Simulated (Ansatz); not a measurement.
`[F][Ga]([SH])[SH]` and `C[O][Ga]([F])[SH]` differ in one atom or group.

Ansatz, PBE0-D4/def2-TZVP geometries, multiplicity 1. Each molecule was computed in one conformer, which needn't be the lowest.

Scalar relativity is left out up to krypton.

```tsv
property	`[F][Ga]([SH])[SH]`
HOMO–LUMO gap (PBE0/def2-TZVPP) / eV	6.78
LUMO energy (PBE/def2-TZVPP) / eV	-2.12
size of the dipole moment (B3LYP/def2-TZVPP) / D	1.79
HOMO–LUMO gap (B3LYP/def2-TZVPP) / eV	6.19
HOMO energy (ωB97M-V/def2-TZVPP) / eV	-10.13
HOMO energy (B3LYP/def2-TZVPP) / eV	-7.71
```

(1) Give the same properties after the change, and the shifts. (Best estimate.)

## Answers

(1) The calculation gave: 
```csv
property,`C[O][Ga]([F])[SH]`,shift
HOMO–LUMO gap (PBE0/def2-TZVPP) / eV,6.90,0.12
LUMO energy (PBE/def2-TZVPP) / eV,-2.08,0.04
size of the dipole moment (B3LYP/def2-TZVPP) / D,1.58,-0.21
HOMO–LUMO gap (B3LYP/def2-TZVPP) / eV,6.31,0.12
HOMO energy (ωB97M-V/def2-TZVPP) / eV,-10.26,-0.13
HOMO energy (B3LYP/def2-TZVPP) / eV,-7.77,-0.06
```

With PBE0 the HOMO falls by 0.05 eV and the LUMO rises by 0.08 eV, so the gap widens by about 0.13 eV. PBE moves the HOMO by 0.12 eV and ωB97M-V by -0.13 eV. The zero-point energy changes by 84.9 kJ/mol with +9 modes. Dipoles are sizes alone; their direction can turn.

B3LYP here is the variant with VWN-RPA as its local correlation; programs differ in this.
